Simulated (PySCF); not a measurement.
1,2-difluorocyclopenta-1,3-diene (C5H4F2), SMILES FC1=C(F)C=CC1. Atoms are numbered in the order given.

```xyz
11

F      1.4429    -1.4835     0.0000
C      0.6760    -0.3959     0.0000
C     -0.6729    -0.3461     0.0000
F     -1.5276    -1.3659     0.0000
C     -1.1190     1.0825     0.0000
C      0.1852     1.8416     0.0000
C      1.2144     0.9662     0.0000
H     -1.7367     1.3177     0.8862
H     -1.7367     1.3177    -0.8862
H      0.2519     2.9290     0.0000
H      2.2815     1.1906     0.0000
```

Coordinates come from a B3LYP-D3(BJ)/def2-SVP optimisation. One conformer was computed; it need not be the lowest.

These are CAM-B3LYP/def2-TZVP (PySCF) values and carry that method's errors.

Symmetry labels are those of the subgroup Cs that the program uses (full group Cs).

**Question.** List the valence orbital energies around the gap with their symmetry. (An estimate is asked for; the answer gives what the named calculation found.)

**Answer.** 
```csv
orbital,symmetry,energy (eV)
HOMO−7,A",-14.69
HOMO−6,A',-14.13
HOMO−5,A",-13.84
HOMO−4,A',-13.10
HOMO−3,A',-12.41
HOMO−2,A',-11.37
HOMO−1,A",-10.16
HOMO,A",-7.73
LUMO,A",0.31
LUMO+1,A',2.18
LUMO+2,A',2.36
LUMO+3,A",3.14
```
